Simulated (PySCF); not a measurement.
C2H6SSe, SMILES S(C)[Se]C.

Geometry: ωB97X-D3(BJ)/def2-SVP. One conformer was computed; it need not be the lowest.

Two levels are set side by side: TDA-PBE/def2-SVPD (PySCF) and TDA-CAM-B3LYP/def2-SVPD (PySCF). Vertical, same geometry. The lowest singlet is HOMO→LUMO 98 % with PBE and HOMO→LUMO 92 % with the other functional; states are paired by order. Differences are taken from unrounded values.

```json
[
 {"quantity": "lowest singlet excitation (eV)", "TDA-PBE": "3.96"},
 {"quantity": "lowest triplet excitation (TDA) (eV)", "TDA-PBE": "3.33"},
 {"quantity": "first bright state (f over 0.05) (eV)", "TDA-PBE": "5.38"},
 {"quantity": "its oscillator strength", "TDA-PBE": "0.05"}
]
```

**Question.** These are the TDA-PBE values. What does TDA-CAM-B3LYP give? (An estimate is asked for; the answer gives what the named calculation found.)

**Answer.** 
```
quantity                               TDA-CAM-B3LYP  TDA-PBE minus TDA-CAM-B3LYP
-------------------------------------  -------------  ---------------------------
lowest singlet excitation (eV)                  4.26                        -0.30
lowest triplet excitation (TDA) (eV)            3.58                        -0.25
first bright state (f over 0.05) (eV)           7.10                        -1.72
its oscillator strength                         0.07                        -0.02
```

A lower first singlet is the usual sign of a functional without exact exchange. Differences between two approximate levels are no errors against the true value.

Rough cost on one machine, each run with all the roots and properties that it gave: TDA-CAM-B3LYP against TDA-PBE about 5 times.
